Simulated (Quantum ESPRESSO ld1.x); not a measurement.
Results of a calculation; reference values are marked as such.
Problem. These are the eigenvalues of the occupied orbitals of an atom or ion with whole-number occupations (hartree). Level of theory: scalar-relativistic Kohn-Sham, LDA (Slater exchange, VWN5 correlation), spin-polarised, spherical densities, point nucleus (ld1.x of Quantum ESPRESSO 7.5).

| orbital | eigenvalue |
|---|---|
| 1s up | -3343.89 |
| 1s down | -3343.87 |
| 2s up | -612.035 |
| 2s down | -612.025 |
| 2p up | -525.625 |
| 2p down | -525.611 |
| 3s up | -157.813 |
| 3s down | -157.802 |
| 3p up | -133.130 |
| 3p down | -133.118 |
| 3d up | -108.366 |
| 3d down | -108.354 |
| 4s up | -46.2625 |
| 4s down | -46.2432 |
| 4p up | -38.1454 |
| 4p down | -38.1239 |
| 4d up | -28.8831 |
| 4d down | -28.8579 |
| 4f up | -18.6591 |
| 4f down | -18.6290 |
| 5s up | -18.0623 |
| 5s down | -17.9522 |
| 5p up | -15.4542 |
| 5p down | -15.3383 |

Which element is it, and in what charge state? The configuration may be excited. Open shells, if any, are filled with parallel spins first.

Solution. Z = 83, bismuth, charge +17: Bi17+ in [Kr] 4d10 4f14 5s2 5p4. The list shows which subshells hold electrons but not how many an open one holds; the 1s level, -3343.9 hartree, gives Z - s = 81.8 by -(Z - s)^2/2, which with screening and relativity narrows Z to a few neighbours, and the depths of the outer levels then fix element, charge and occupations together.
